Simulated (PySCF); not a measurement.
# Electric field gradients and quadrupole coupling constants

Species: C3H9NO2Si.
Z-matrix (Å and degrees, GFN2-xTB geometry), rows numbered from 1:
```
C 
N   1  1.4424
C   2  1.3503  1  122.66
O   3  1.2261  2  121.69  1    -0.22
C   3  1.4912  2  116.20  1   177.40
Si  5  1.9255  3  107.35  2  -119.24
O   6  1.6106  5  106.89  3   -39.87
H   1  1.0915  2  110.80  3   121.40
H   1  1.0890  2  107.15  3     2.16
H   1  1.0921  2  110.93  3  -117.15
H   2  1.0070  1  117.83  3   179.01
H   5  1.0862  3  112.10  2     5.74
H   5  1.0885  3  107.97  2   125.08
H   6  1.4580  5  109.13  3  -157.48
H   6  1.4650  5  107.82  3    79.39
H   7  0.9715  6  115.20  5    12.45
```

Field gradients from the PBE0/pcSseg-1 density (PySCF, non-relativistic), principal values in atomic units, ordered |Vxx| ≤ |Vyy| ≤ |Vzz|:

| atom | Vxx | Vyy | Vzz |
| --- | --- | --- | --- |
| N2 | 0.4573 | 0.5117 | -0.9690 |
| O4 | 0.5390 | 0.9595 | -1.4984 |
| O7 | -0.3077 | -1.0220 | 1.3296 |

Question: Find the asymmetry η = (Vxx − Vyy)/Vzz and the couplings χ = eQV/h (234.96 MHz × Q in barn × V in au), with Q(14N) = 0.02044 b, Q(17O) = −0.0256 b.

Answer: 
```csv
atom,environment,nucleus,η,χzz (MHz),χxx (MHz),χyy (MHz)
N2,amide nitrogen,14N,0.06,-4.654,2.196,2.457
O4,amide oxygen,17O,0.28,9.01,-3.24,-5.77
O7,silanol oxygen,17O,0.54,-8.00,1.85,6.15
```

The tensor is traceless: Vxx + Vyy + Vzz = 0.

Question: What is Vzz at N2 in SI units (1 au = 9.71736 × 10²¹ V/m²)?

Answer: -0.9690 au = -9.416 × 10²¹ V/m².

Question: What couplings would deuterons (Q(2H) = 0.00286 b) have in place of the hydrogens, at this geometry?

Answer: 
```tsv
atom	bonded to	bond length (Å)	Vzz (au)	η	χzz (kHz)
H8	C1	1.092	0.3027	0.06	203
H9	C1	1.089	0.2967	0.05	199
H10	C1	1.092	0.3016	0.06	203
H11	N2	1.007	0.4098	0.20	275
H12	C5	1.086	0.3208	0.07	216
H13	C5	1.089	0.3155	0.04	212
H14	Si6	1.458	0.1631	0.01	110
H15	Si6	1.465	0.1580	0.01	106
H16	O7	0.971	0.4128	0.08	277
```

One conformer (not necessarily the lowest) at the GFN2-xTB geometry, without solvent, vibrations or thermal averaging. GFN2-xTB bond lengths can be off by several hundredths of an ångström, more for odd bonds, and the gradients follow them. The basis is small and wasn't made for field gradients, so the couplings can be 20 % off.

These values come from a run that also computed NMR shieldings. On Arm Neoverse V1, one thread (shared host), this took 25 s wall and 0.76 GiB of memory at its peak.
